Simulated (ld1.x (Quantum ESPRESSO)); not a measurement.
Pb (Z = 82), TM: configuration errors across variants

```
Element                 : lead (Pb)
Generator               : ld1.x (Quantum ESPRESSO) 7.5
Type                    : norm-conserving Troullier–Martins (Kleinman–Bylander form)
Functional              : LDA (PZ)
Relativity              : scalar-relativistic
Frozen core             : [Xe] 4f14
Valence charge          : 14
Reference configuration : 5d10 6s2 6p2
Partial waves           : 6s (bound): rc 1.90 bohr; 6p (bound): rc 2.10 bohr; 5d (bound): rc 1.60 bohr
Local potential         : all-electron potential smoothed inside 1.35 bohr (lloc = -1)
Core correction         : none
```

All-electron excitation energies from the reference (eV): (1) 5d10 6s2 6p1 6.833; (2) 5d10 6s2 6p0 20.595; (3) 5d10 6s1 6p0 53.472; (4) 5d10 6s2 6p1.5 2.610; (5) 5d9 6s2 6p2 27.300; (6) 5d10 6s1 6p2 16.431; (7) 5d10 6s0 6p0 96.666; (8) 5d10 6s2 6p2 spin -0.452; (9) 5d10 6s2 6p1 spin 6.687.

Spin tests fill each open shell by Hund’s rule, majority spin first.

A true bound ghost makes a file unfit for plane-wave use even where its test errors are small: the radial tests pick states by their node count and pass the ghost by.

Errors AE − PS in meV (a dash: test not solved or not reliable):

| change | (1) | (2) | (3) | (4) | (5) | (6) | (7) | (8) | (9) | bound ghosts |
| --- | --- | --- | --- | --- | --- | --- | --- | --- | --- | --- |
| base | -2.5 | -9.1 | -6.1 | -0.8 | -57 | +0.5 | +5.4 | +4.8 | -0.7 | s, p |
| wave 6s (bound): rc 1.90 bohr becomes 6s (bound): rc 1.30 bohr | -3.3 | -15 | +12 | -0.9 | -64 | +17 | +199 | +4.7 | -1.6 | s, p |
| wave 6s (bound): rc 1.90 bohr becomes 6s (bound): rc 1.44 bohr | -3.1 | -13 | +5.3 | -1.0 | -56 | +8.9 | +89 | +4.7 | -1.4 | s, p |
| wave 6s (bound): rc 1.90 bohr becomes 6s (bound): rc 1.98 bohr | -2.5 | -9.1 | -6.4 | -0.9 | -58 | +0.5 | +4.9 | +4.7 | -0.8 | s, p |
| wave 6s (bound): rc 1.90 bohr becomes 6s (bound): rc 2.28 bohr | -2.5 | -9.0 | -5.5 | -0.9 | -51 | +0.1 | +1.6 | +4.9 | -0.8 | s, p |
| wave 6s (bound): rc 1.90 bohr becomes 6s (bound): rc 2.50 bohr | -2.5 | -8.6 | -5.4 | -0.9 | -32 | -2.5 | -22 | +5.1 | -0.6 | s, p |
| wave 6s (bound): rc 1.90 bohr becomes 6s (bound): rc 2.68 bohr | -2.2 | -7.4 | -7.7 | -0.8 | -9.4 | -7.3 | -66 | +5.6 | -0.2 | s, p |
| wave 6s (bound): rc 1.90 bohr becomes 6s (bound): rc 2.78 bohr | -2.2 | -6.7 | -9.3 | -0.8 | -0.4 | -9.7 | -88 | +5.8 | -0.1 | s, p |

(1) Give the same row for: wave 6s (bound): rc 1.90 bohr becomes 6s (bound): rc 1.66 bohr.

## Answers

(1) -2.6, -9.8, -3.0, -0.9, -49, +1.6, +17, +4.8, -0.9; bound ghosts: s, p.
